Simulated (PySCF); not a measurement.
# What a mistake does to a calculation on C2H8NSi cation

All numbers below are calculated, not measured. They come from PySCF 2.14.0, an open-source quantum chemistry program, on an isolated molecule that a program drew, which may never have been made. The molecule is C2H8NSi cation (charge +1, singlet), drawn as the SMILES string `CC[SiH+]N`.

Each row is a Hartree-Fock (HF) and frozen-core CCSD(T) single point in the cc-pV(D+d)Z basis, meant for a local HF minimum. Run 1 is clean. Each other run has one planted mistake out of seven kinds, and not every kind appears here: one electron removed, one electron added, multiplicity raised by two, geometry at a saddle point, minimal basis STO-3G, one bond length entered in bohr, all coordinates scaled. The reference is restricted for singlets and unrestricted otherwise, and also for a bond in bohr. Adding or removing an electron swaps singlet and doublet. Electrons count all cores. HOMO and LUMO are orbital energies over both spins, the gradient is its largest component, and the lowest frequency (negative if imaginary) is given only where the gradient is small. Bond lengths are over the 11 bonds as drawn. T1 is the CCSD diagnostic: over 0.02 (restricted) or 0.045 (unrestricted) a single reference is doubtful.

Geometry of the clean run:
```xyz
12
C2H8NSi cation, angstrom
C    -1.0068    0.0148   -1.2660
C     0.4285    0.4492   -1.6347
Si    1.4613    0.9539   -0.1991
N     2.4768    2.2367   -0.2467
H    -1.0084   -0.8081   -0.5500
H    -1.5168   -0.3262   -2.1654
H    -1.5830    0.8407   -0.8475
H     0.4308    1.2615   -2.3663
H     0.9681   -0.3859   -2.1012
H     1.4610    0.2367    1.0731
H     3.0626    2.5072    0.5260
H     2.5956    2.8409   -1.0426
```

| run | electrons | basis functions | <S^2> | HOMO (eV) | LUMO (eV) | gradient (hartree/bohr) | lowest frequency (cm^-1) | mean bond (Å) | longest bond (Å) | T1 | HF (hartree) | CCSD(T) (hartree) | mistake |
|---|---|---|---|---|---|---|---|---|---|---|---|---|---|
| 1 | 40 | 105 | 0.000 | -17.49 | -3.52 | 1.1e-05 | 39 | 1.2686 | 1.839 | 0.0128 | -423.57477 | -424.18638 | no fault |
| 2 | 40 | 105 | 0.707 | -15.54 | -3.59 | 1.9e-02 | - | 1.3568 | 2.061 | 0.0548 | -423.44520 | -424.05461 | one bond length entered in bohr |
| 3 | 40 | 105 | 2.015 | -11.35 | -8.59 | 1.1e-01 | - | 1.2686 | 1.839 | 0.0271 | -423.35593 | -423.96066 | multiplicity raised by two |
| 4 | 40 | 105 | 0.000 | -17.26 | -3.74 | 2.9e-02 | - | 1.3232 | 1.918 | 0.0148 | -423.55517 | -424.17817 | all coordinates scaled |
| 5 | 41 | 105 | 0.769 | -5.10 | 3.93 | 5.3e-02 | - | 1.2686 | 1.839 | 0.0112 | -423.73247 | -424.35690 | one electron added |
| 6 | 39 | 105 | 0.767 | -23.02 | -15.12 | 9.1e-02 | - | 1.2686 | 1.839 | 0.0349 | -422.97466 | -423.57384 | ? |

**Which mistake was planted in run 6, and what did it cost?**

It counts 39 electrons, one fewer than the clean run, at the same geometry and basis. So the mistake is: one electron removed. Subtracting run 1 and multiplying by 627.51 kcal/mol a hartree, the energy moved by 376.6 kcal/mol in HF and 384.4 kcal/mol in CCSD(T).

Cautions from the logs. Run 2: T1 is over the limit, so its CCSD(T) energy is less reliable.
